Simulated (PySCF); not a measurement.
CH4F4OSi2.
Cartesian coordinates in Å at the GFN2-xTB level; atoms count from 1:
```
atom  x, y, z in Å
F1    -0.7254    1.9551    1.3195
Si2   -0.5479    1.0842   -0.0075
O3     0.8715    0.3841    0.0119
Si4    2.2081   -0.5672    0.2145
C5    -1.8799   -0.3185    0.1368
F6    -1.9427   -1.0684   -0.9862
F7    -3.1314    0.1339    0.3398
F8    -1.6277   -1.1859    1.1374
H9    -0.7637    1.8951   -1.1780
H10    1.9611   -1.7454   -0.6088
H11    3.2852    0.2829   -0.2829
H12    2.2941   -0.8506    1.6421
```

Computed, not measured: TDDFT CAM-B3LYP/def2-SVPD, vertical, gas phase, core orbitals frozen in the response in PySCF.

Transition dipole moments from the ground state, in atomic units and in the frame of the coordinates above (overall signs are arbitrary), for the states with f of 0.002 or more among the lowest 8:

```csv
state,E (eV),μx,μy,μz
S1,7.716,0.115,0.104,-0.069
S3,8.339,-0.183,-0.152,0.171
S4,8.672,0.059,0.163,-0.086
S5,9.047,0.161,0.453,-0.270
S6,9.194,0.231,-0.184,-0.117
S7,9.226,-0.193,-0.070,-0.450
S8,9.355,0.258,-0.476,-0.353
```

(1) What oscillator strength does each state have?

(2) Which bond between heavy atoms lies closest to the direction of the S8 transition dipole?

(3) What angle do the transition dipoles of S5 and S8 make?

(4) What peak molar absorption coefficient would the strongest computed level give as a lone Gaussian band 0.3 eV wide at half height?

Results:

(1) f = (2/3) ΔE |μ|² with ΔE in hartree (27.2114 eV).

```
state  |μ|² (au)  |μ| (D)      f
   S1      0.029     0.43  0.005
   S3      0.086     0.74  0.017
   S4      0.037     0.49  0.008
   S5      0.304     1.40  0.067
   S6      0.101     0.81  0.023
   S7      0.245     1.26  0.055
   S8      0.418     1.64  0.096
```

(2) F1–Si2, at 26° from it; next C5–F6 at 32°.

(3) |cos θ| = |μa·μb| / (|μa| |μb|) = 0.22, so θ ≈ 77° (taken between 0 and 90°, since the signs are arbitrary).

(4) ε(max) = 2.175×10⁸ f / FWHM, with the width in cm⁻¹. S8: 2.175×10⁸ × 0.0958 / 2420 ≈ 8600 L mol⁻¹ cm⁻¹.

Time: 35 s wall. Hardware: an x86-64 server with one thread, shared host.

Without π bonds the low states may be Rydberg-like; a valence basis with one diffuse set may place them up to an eV too high.
